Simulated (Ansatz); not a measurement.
Start from `[SiH3][SbH][Cl]` and change one atom or group to get `[OH][SbH][SiH3]`.

Ansatz, PBE0-D4/def2-TZVP geometries, multiplicity 1. Each molecule was computed in one conformer, which needn't be the lowest.

Elements past krypton have def2 core potentials.

| property | `[SiH3][SbH][Cl]` |
| --- | --- |
| size of the dipole moment (ωB97M-V/def2-TZVPP) / D | 2.43 |
| HOMO energy (ωB97M-V/def2-TZVPP) / eV | -9.25 |
| size of the dipole moment (PBE/def2-TZVPP) / D | 2.20 |
| ideal-gas entropy at 298 K and 1 bar (rigid rotor, harmonic PBE0-D4/def2-TZVP) / J/(mol·K) | 343 |
| LUMO energy (PBE/def2-TZVPP) / eV | -2.61 |
| size of the dipole moment (B3LYP/def2-TZVPP) / D | 2.37 |

Problem. What does the change do to each property? (Best estimate.)

Solution. Computed: 
| property | `[OH][SbH][SiH3]` | shift |
| --- | --- | --- |
| size of the dipole moment (ωB97M-V/def2-TZVPP) / D | 1.62 | -0.81 |
| HOMO energy (ωB97M-V/def2-TZVPP) / eV | -9.04 | 0.21 |
| size of the dipole moment (PBE/def2-TZVPP) / D | 1.55 | -0.65 |
| ideal-gas entropy at 298 K and 1 bar (rigid rotor, harmonic PBE0-D4/def2-TZVP) / J/(mol·K) | 342 | -1 |
| LUMO energy (PBE/def2-TZVPP) / eV | -2.12 | 0.49 |
| size of the dipole moment (B3LYP/def2-TZVPP) / D | 1.68 | -0.69 |

With PBE0 the HOMO rises by 0.24 eV and the LUMO rises by 0.48 eV, so the gap widens by about 0.24 eV. PBE moves the HOMO by 0.23 eV and ωB97M-V by 0.21 eV. The zero-point energy changes by 31.5 kJ/mol with +3 modes. Dipoles are sizes alone; their direction can turn.

B3LYP here is the variant with VWN-RPA as its local correlation; programs differ in this.

Spin–orbit coupling is left out; it splits and shifts lone-pair levels of the heavy atoms by tenths of an eV.
